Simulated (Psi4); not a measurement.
HCl₃Si (SMILES Cl[SiH](Cl)Cl), singlet, geometry from GFN2-xTB; MP2/cc-pVQZ in Psi4 1.11.

Psi4 was given this input:
```
memory 2 GB

molecule mol {
0 1
  Si    0.028634   -0.016278    0.491067
  Cl   -1.241581   -1.436795   -0.148817
  Cl   -0.640098    1.792321   -0.076853
  Cl    1.851449   -0.338342   -0.292763
  H     0.113031   -0.064254    1.938435
}

set basis cc-pvqz
set reference rhf
set freeze_core true

energy('mp2')
print_variables()
```

Output, abridged:

```
    SCF Algorithm Type (re)set to DF.

   => Loading Basis Set <=

    Name: CC-PVQZ
    Role: ORBITAL
    Keyword: BASIS

         ---------------------------------------------------------
                                   SCF
               by Justin Turney, Rob Parrish, Andy Simmonett
                          and Daniel G. A. Smith
                              RHF Reference
         ---------------------------------------------------------

  ==> Geometry <==

    Molecular point group: c1
    Full point group: C1

    Geometry (in Angstrom), charge = 0, multiplicity = 1:

       Center              X                  Y                   Z               Mass
    ------------   -----------------  -----------------  -----------------  -----------------
         SI           0.029695320794    -0.016881023191     0.509267273868    27.976926534650
         CL          -1.240519679206    -1.437398023191    -0.130616726132    34.968852682000
         CL          -0.639036679206     1.791717976809    -0.058652726132    34.968852682000
         CL           1.852510320794    -0.338945023191    -0.274562726132    34.968852682000
         H            0.114092320794    -0.064857023191     1.956635273868     1.007825032230

  Running in c1 symmetry.

  Rotational constants: A =      0.08328  B =      0.08328  C =      0.04466 [cm^-1]
  Rotational constants: A =   2496.77415  B =   2496.77274  C =   1338.89748 [MHz]
  Nuclear repulsion =  342.210193562134577

  Charge       = 0
  Multiplicity = 1
  Electrons    = 66
  Nalpha       = 33
  Nbeta        = 33

  ==> Algorithm <==

  SCF Algorithm Type is DF.
  DIIS enabled.
  MOM disabled.
  Fractional occupation disabled.
  Guess Type is SAD.
  Energy threshold   = 1.00e-08
  Density threshold  = 1.00e-08
  Integral threshold = 1.00e-12

  ==> Primary Basis <==

  Basis Set: CC-PVQZ
    Blend: CC-PVQZ
    Number of shells: 78
    Number of basis functions: 266
    Number of Cartesian functions: 331
    Spherical Harmonics?: true
    Max angular momentum: 4

   => Loading Basis Set <=

    Name: (CC-PVQZ AUX)
    Role: JKFIT
    Keyword: DF_BASIS_SCF

  ==> Integral Setup <==

  SCF_SUBTYPE=INCORE selected. In-core MEM_DF algorithm will be used.
  Using in-core AOs.

  ==> MemDFJK: Density-Fitted J/K Matrices <==

    J tasked:                   Yes
    K tasked:                   Yes
    wK tasked:                   No
    Algorithm:                 Core
    Schwarz Cutoff:           1E-12
[...]
  @DF-RHF Final Energy: -1668.26783889674380
    Total Energy =                      -1668.2678388967437968
[...]

  //>>>>>>>>>>>>>>>>>>>>>>>>>>>>>>>>>>>//
  //               DFMP2               //
  //<<<<<<<<<<<<<<<<<<<<<<<<<<<<<<<<<<<//

   => Loading Basis Set <=

    Name: (CC-PVQZ AUX)
    Role: RIFIT
    Keyword: DF_BASIS_MP2

	 --------------------------------------------------------
	                          DF-MP2
	      2nd-Order Density-Fitted Moller-Plesset Theory

	        Rob Parrish, Justin Turney, Andy Simmonett,
	           Ed Hohenstein, and C. David Sherrill
	 --------------------------------------------------------

   => Auxiliary Basis Set <=

  Basis Set: (CC-PVQZ AUX)
    Blend: CC-PVQZ-RI
    Number of shells: 167
    Number of basis functions: 687
    Number of Cartesian functions: 918
    Spherical Harmonics?: true
    Max angular momentum: 5

	 --------------------------------------------------------
	                 NBF =   266, NAUX =   687
	 --------------------------------------------------------
	   CLASS    FOCC     OCC    AOCC    AVIR     VIR    FVIR
	   PAIRS      20      33      13     233     233       0
	 --------------------------------------------------------

	-----------------------------------------------------------
	 ==================> DF-MP2 Energies <====================
	-----------------------------------------------------------
	 Reference Energy          =   -1668.2678388967437968 [Eh]
	 Singles Energy            =      -0.0000000000000000 [Eh]
	 Same-Spin Energy          =      -0.1780967579065236 [Eh]
	 Opposite-Spin Energy      =      -0.5686410189518120 [Eh]
	 Correlation Energy        =      -0.7467377768583355 [Eh]
	 Total Energy              =   -1669.0145766736020505 [Eh]
	-----------------------------------------------------------
	 ================> DF-SCS-MP2 Energies <==================
	-----------------------------------------------------------
	 SCS Same-Spin Scale       =       0.3333333333333333 [-]
	 SCS Opposite-Spin Scale   =       1.2000000000000000 [-]
	 SCS Same-Spin Energy      =      -0.0593655859688412 [Eh]
	 SCS Opposite-Spin Energy  =      -0.6823692227421744 [Eh]
	 SCS Correlation Energy    =      -0.7417348087110156 [Eh]
	 SCS Total Energy          =   -1669.0095737054548408 [Eh]
	-----------------------------------------------------------

  Variable Map:
  ----------------------------------------------------------------------------
[...]
  Array Variable Map:
  ----------------------------------------------------------------------------
[...]
[...]
```
